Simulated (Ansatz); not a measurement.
Reaction (ligand exchange at the Si–C bond): `CS[SiH2]CF` + CH₃OH → `CO[SiH2]SC` + `CF`

Program: Ansatz. Geometries: PBE0-D4/def2-TZVP. ΔE: electronic, gas phase. CCSD(T)/CBS is the MP2 limit (def2-TZVPP, def2-QZVPP) plus CCSD(T) − MP2 in def2-TZVPP, frozen cores. This one scheme is used for every species. Functionals use def2-TZVPP. Each species was taken in one conformer, which may not be the lowest.

CCSD(T)/CBS gives -29.0 kcal/mol.

**Question.** Another level gave -26.8 kcal/mol. Which?
A. r2SCAN0/def2-TZVPP
B. BHLYP/def2-TZVPP
C. PBE0/def2-TZVPP
D. revPBE/def2-TZVPP

**Answer.** C. PBE0 -26.8, r2SCAN0 -28.9, BHLYP -30.3, revPBE -25.3 kcal/mol.

Largest T1 diagnostic among the species: 0.011.

From PBE to PBE0 (25 % exact exchange), in def2-TZVPP and without D4, ΔE moves by −1.2 kcal/mol. Leaving LDA and LC-ωPBE aside and taking each functional with its dispersion term where it has one, the values, not all of them listed here, spread over 4.7 kcal/mol, from BHLYP-D4 to PBE-D4. LDA lies −0.8 kcal/mol from PBE without D4.

CCSD(T)/CBS has its own doubt, a few kJ/mol and more with outer-core shells, so smaller differences from it don't rank the levels.
